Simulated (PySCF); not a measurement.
Below is a simulated gas-phase C 1s photoelectron spectrum of `COC(OC)C(F)F`.

Every computed line was given a Gaussian of 0.4 eV full width at half maximum and an area set by the number of equivalent atoms; the highest printed point is 100. Computed, not measured: delta-SCF UKS SCAN, pcX-2 on the ionised atom, pcseg-1 elsewhere, spin-free X2C in PySCF.

binding energy (eV), intensity and a bar:
```
    291.9          1 
    292.0          3 #
    292.1         12 ####
    292.2         35 ###########
    292.3         70 #####################
    292.4        100 ##############################
    292.5        100 ##############################
    292.6         71 #####################
    292.7         35 ###########
    292.8         13 ####
    292.9          3 #
    293.0          1 
    293.1          0 
    293.2          0 
    293.3          0 
    293.4          0 
    293.5          1 
    293.6          3 #
    293.7         10 ###
    293.8         25 ########
    293.9         43 #############
    294.0         52 ################
    294.1         45 #############
    294.2         27 ########
    294.3         12 ###
    294.4          4 #
    294.5          1 
    294.6          0 
    294.7          0 
    294.8          0 
    294.9          0 
    295.0          0 
    295.1          1 
    295.2          6 ##
    295.3         17 #####
    295.4         35 ##########
    295.5         50 ###############
    295.6         50 ###############
    295.7         36 ###########
    295.8         18 #####
    295.9          7 ##
    296.0          2 
    296.1          0
```

Problem. How many maxima does the curve show, and how many computed lines lie under it?

Solution. The curve has 3 maxima (at 292.4, 294.0 and 295.6 eV). Under it lie 3 lines from 3 inequivalent carbon sites.

Problem. Decompose the envelope and assign each component. Numbering: `[CH3:1][O:2][CH:3]([O:4][CH3:5])[CH:6]([F:7])[F:8]`.

Solution. 
```
position (eV)  relative area  line  atoms                     environment
       292.45              2  C 1s  C1/C5                  methoxy carbon
       294.01              1  C 1s     C3  sp3 carbon bearing two oxygens
       295.55              1  C 1s     C6                     CHF2 carbon
```

Problem. What are the centre and the root-mean-square width of the whole band?

Solution. The area-weighted mean of the lines is 293.62 eV. Their own spread about it is 1.29 eV (rms) and each Gaussian has σ = 0.4/2.355 = 0.17 eV; the variances add, which gives 1.30 eV.

The listed C 1s values span 3.10 eV, from C1/C5 (bonded to O and 3 H) to C6 (bonded to 2 F, C and H). Summing the Pauling electronegativity differences to the bonded atoms, each weighted by its formal bond order, gives -0.16 for the lowest site and +2.51 for the highest; no listed site has a larger sum than the highest.

Shake-up satellites, vibrational structure and lifetime widths aren't simulated. One atom of each set of topologically equivalent atoms was ionised and stands for the set; in this conformer not all members are related by symmetry, and their own values weren't computed. One conformer (not necessarily the lowest) at the PBE0-D3(BJ)/def2-SVP geometry, without solvent, vibrations or thermal averaging.

Hardware: Arm Neoverse V2, one thread, shared host with 96 logical CPUs at a one-minute load of 78. Cost: 66 s wall, 0.75 GiB resident at most.

The values belong to the conformer `[CH3:1][O:2][CH:3]([O:4][CH3:5])[CH:6]([F:7])[F:8]`: C1–O2–C3–O4 63°, O2–C3–O4–C5 -156°, O2–C3–C6–F7 168°.
